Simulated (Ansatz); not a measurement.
AlH$_{6}$NOSi, SMILES `[NH2][Al]([OH])[SiH3]`, relaxed with RKS PBE0-D4/def2-TZVP in Ansatz 0.2.0 from a PBE-D4/def2-SVP geometry. The force threshold is 0.005 eV/Å; the program also tests the step.

Charge 0, multiplicity 1.

Start:

```xyz
10

N     0.851    0.210    1.851
Al    0.320   -0.523    0.319
O     0.717   -2.191    0.134
Si   -0.897    0.842   -1.312
H     1.350   -0.286    2.593
H     0.703    1.186    2.117
H     0.499   -2.718   -0.648
H    -0.378    0.664   -2.720
H    -0.794    2.313   -0.985
H    -2.369    0.503   -1.349
```

| step | energy (eV) | largest force (eV/Å) | largest move (Å) |
| --- | --- | --- | --- |
| 1 | -18103.5654 | 0.627 | 0.000 |
| 2 | -18103.5993 | 0.294 | 0.066 |
| 3 | -18103.6043 | 0.111 | 0.030 |
| 4 | -18103.6055 | 0.032 | 0.016 |
| 5 | -18103.6057 | 0.022 | 0.008 |
| 6 | -18103.6058 | 0.011 | 0.006 |
| 7 | -18103.6058 | 0.010 | 0.007 |
| 8 | -18103.6059 | 0.002 | 0.013 |
| 9 | -18103.6060 | 0.019 | 0.047 |
| 10 (rejected) | -18103.6060 | 0.069 | 0.046 |
| 11 | -18103.6061 | 0.013 | 0.022 |
| 12 | -18103.6062 | 0.033 | 0.048 |
| 13 | -18103.6062 | 0.027 | 0.013 |
| 14 | -18103.6063 | 0.017 | 0.003 |
| 15 | -18103.6063 | 0.008 | 0.015 |
| 16 | -18103.6064 | 0.005 | 0.027 |
| 17 | -18103.6064 | 0.013 | 0.047 |
| 18 | -18103.6064 | 0.007 | 0.007 |
| 19 | -18103.6064 | 0.005 | 0.010 |
| 20 | -18103.6064 | 0.003 | 0.006 |

End:

```xyz
10

N     0.918    0.220    1.833
Al    0.308   -0.511    0.349
O     0.604   -2.172    0.155
Si   -0.892    0.832   -1.307
H     1.418   -0.272    2.556
H     0.812    1.191    2.073
H     0.323   -2.677   -0.605
H    -0.208    0.808   -2.632
H    -1.007    2.259   -0.893
H    -2.276    0.322   -1.529
```

It took 90 s on 2 threads of an Arm Neoverse V1 on a shared host, with 0.38 GiB of host memory at the peak.
